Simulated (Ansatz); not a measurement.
GaH₅OSSi at its PBE0-D4/def2-TZVP geometry, where that method's forces vanish. Charge 0, multiplicity 1. The bonds changed during the relaxation, so this is another structure than the one it started from.

```tsv
atom	x (Å)	y (Å)	z (Å)
O1	1.230	-1.514	0.733
Ga2	1.532	-2.740	2.027
Si3	-1.038	0.411	-0.726
S4	0.159	1.643	0.571
H5	1.342	-0.559	0.806
H6	-0.199	-0.337	-1.688
H7	-1.779	-0.494	0.180
H8	-1.996	1.268	-1.473
H9	0.748	2.322	-0.428
```

Question: For each bond, give half the difference of the two atoms' forces along it (eV/Å; positive pushes the atoms apart) under PBE-D4, r2SCAN-D4, B3LYP-D4, ωB97M-V in def2-TZVPP. (Estimate.)

Answer: Ansatz gave: 
| bond | length (Å) | PBE-D4 | r2SCAN-D4 | B3LYP-D4 | ωB97M-V |
| --- | --- | --- | --- | --- | --- |
| O1–Ga2 | 1.808 | 0.27 | -0.07 | 0.25 | 0.11 |
| O1–H5 | 0.964 | 0.38 | 0.06 | -0.07 | -0.13 |
| Si3–S4 | 2.152 | 0.12 | 0.05 | 0.21 | 0.11 |
| Si3–H6 | 1.480 | 0.07 | -0.02 | -0.10 | -0.13 |
| Si3–H7 | 1.479 | 0.09 | -0.01 | -0.09 | -0.11 |
| Si3–H8 | 1.486 | 0.06 | -0.03 | -0.09 | -0.12 |
| S4–H9 | 1.344 | 0.26 | 0.01 | -0.02 | -0.10 |

B3LYP here is the variant with VWN-RPA as its local correlation; programs differ in this.
